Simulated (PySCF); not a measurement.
Cd(Br)(SiH3), SMILES [SiH3][Cd][Br], PBE0/def2-SVP optimised geometry.

```
6

Cd    -0.29    -0.18     0.00
Br    -2.73    -0.19     0.00
Si     2.20    -0.18     0.00
H      2.73    -0.55     1.35
H      2.73     1.17    -0.36
H      2.73    -1.17    -0.99
```

Density from PBE0/def2-TZVP, def2 effective core potentials past Kr (PySCF) at that geometry. The core electrons that the potentials of Cd replace are not part of the density.

Minimum of the electron density along straight lines between bonded atoms, close to the bond critical point (lines longer than 1.1 times the sum of covalent radii, or with two minima, are not listed):

| bond | length / Å | ρ at the minimum / e bohr⁻³ | ∇²ρ there / e bohr⁻⁵ | position (fraction from the first atom) |
|---|---|---|---|---|
| Cd1–Br2 | 2.439 | 0.076 | 0.18 | 0.47 |
| Cd1–Si3 | 2.494 | 0.072 | (withheld) | 0.52 |
| Si3–H4 | 1.496 | 0.117 | 0.15 | 0.49 |
| Si3–H5 | 1.496 | 0.117 | 0.15 | 0.49 |
| Si3–H6 | 1.496 | 0.117 | 0.15 | 0.49 |

### Question
What belongs in the gaps?

### Answer

- Cd1–Si3, ∇²ρ there / e bohr⁻⁵: -0.03
